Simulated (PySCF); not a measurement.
ClH6NSSi2, SMILES S([SiH2]Cl)[SiH2]N.

Coordinates come from a B3LYP-D3(BJ)/def2-SVP optimisation. The structure was generated by enumeration, and PubChem lists no compound with its InChIKey, so it may never have been made. Other conformers were not sampled.

Two levels are set side by side: TDA-PBE/def2-SVPD (PySCF) and TDA-B3LYP/def2-SVPD (PySCF). Vertical, same geometry. The lowest singlet is HOMO→LUMO 94 % with PBE and HOMO→LUMO 88 % with the other functional; states are paired by order. Differences are taken from unrounded values.

| quantity | TDA-B3LYP |
|---|---|
| lowest singlet excitation (eV) | 5.81 |
| lowest triplet excitation (TDA) (eV) | 5.47 |

What does TDA-PBE give, and how far is it from TDA-B3LYP? (An estimate is asked for; the answer gives what the named calculation found.)


```tsv
quantity	TDA-PBE	TDA-PBE minus TDA-B3LYP
lowest singlet excitation (eV)	5.23	-0.58
lowest triplet excitation (TDA) (eV)	4.98	-0.49
```

A lower first singlet is the usual sign of a functional without exact exchange. Differences between two approximate levels are no errors against the true value.

Rough cost on one machine, each run with all the roots and properties that it gave: TDA-B3LYP against TDA-PBE about 3 times.
